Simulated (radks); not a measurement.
Results of a calculation; reference values are marked as such.
Kr+, configuration [Ar] 3d10 4s2 4p5. Level of theory: scalar-relativistic Kohn-Sham, Slater X-alpha with alpha = 0.667, spin-polarised, spherical densities, point nucleus; open shells are filled with parallel spins first (a radial shooting solver on a logarithmic mesh with Libxc functionals).

Unscreened Slater integrals over Kohn-Sham orbitals (hartree). They are taken over the spin-up orbitals.

F0(4p,4p): 0.49261
F2(4p,4p): 0.25595
F0(4p,4s): 0.53287
G1(4p,4s): 0.35207
F0(4p,3d): 0.64553
F2(4p,3d): 0.13249
G1(4p,3d): 0.043837
G3(4p,3d): 0.040592
F0(4s,4s): 0.58587
F0(4s,3d): 0.74970
G2(4s,3d): 0.063395
F0(3d,3d): 1.6469
F2(3d,3d): 0.79046
F4(3d,3d): 0.49768

Derived for the open shells (J is the average intra-shell exchange parameter used in DFT+U). 4p: J = F2/5 = 0.05119 hartree.
